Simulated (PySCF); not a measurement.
aminoborane (BH₄N), SMILES BN.

Coordinates come from a B3LYP-D3(BJ)/def2-TZVP optimisation.

Level of theory: HF/def2-TZVPD (PySCF).

Symmetry labels are those of the subgroup C2v that the program uses (full group C2v).

Computed valence orbital energies around the gap with their symmetry:
| orbital | symmetry | energy (eV) |
|---|---|---|
| HOMO−7 | A1 | -423.31 |
| HOMO−6 | A1 | -206.33 |
| HOMO−5 | A1 | -31.59 |
| HOMO−4 | A1 | -19.53 |
| HOMO−3 | B2 | -18.62 |
| HOMO−2 | A1 | -15.10 |
| HOMO−1 | B2 | -12.63 |
| HOMO | B1 | -11.97 |
| LUMO | A1 | 1.41 |
| LUMO+1 | A1 | 2.62 |
| LUMO+2 | B1 | 3.13 |
| LUMO+3 | B2 | 3.34 |
